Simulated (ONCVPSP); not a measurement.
## How hard is this helium (He) ONCV potential?

```json
{
 "Element": "helium",
 "Generator": "ONCVPSP 4.0.1",
 "Type": "optimised norm-conserving Vanderbilt (ONCV)",
 "Functional": "PBE",
 "Relativity": "scalar-relativistic",
 "Frozen core": "none",
 "Valence charge": "2",
 "Reference configuration": "1s1 (charge +1)",
 "Partial waves": "1s: rc 0.45 bohr, ncon 3, nbas 7, qcut 17.1 1/bohr, 2 projectors, debl 2.8 Ha; p scattering state at 0.38 Ha: rc 0.45 bohr, ncon 5, nbas 9, qcut 15.1 1/bohr, 1 projector",
 "Local potential": "polynomial inside 0.30 bohr (lpopt 5, dvloc0 0 Ha)",
 "Core correction": "none"
}
```

Task: For each optimised wave give the share of its norm inside rc, the residual kinetic energy above qcut (Ha) and the cutoffs (Ha) for errors of 10, 1, 0.1 and 0.01 mHa per electron.

Result:

| wave | norm inside rc | residual KE | 10 mHa | 1 mHa | 0.1 mHa | 0.01 mHa |
| --- | --- | --- | --- | --- | --- | --- |
| 1s | 0.259 | 6.2e-05 | 62.8 | 103.2 | 138.7 | 590.9 |
| s projector 2 | 0.032 | 1.2e-05 | 34.0 | 75.0 | 114.4 | 148.9 |
| p projector 1 | 0.005 | 4.8e-06 | 7.7 | 20.8 | 49.9 | 96.5 |

The occupied waves need 103 Ha and 139 Ha for 1 and 0.1 mHa. Rows with under 1 % of the norm inside rc give no meaningful cutoff.
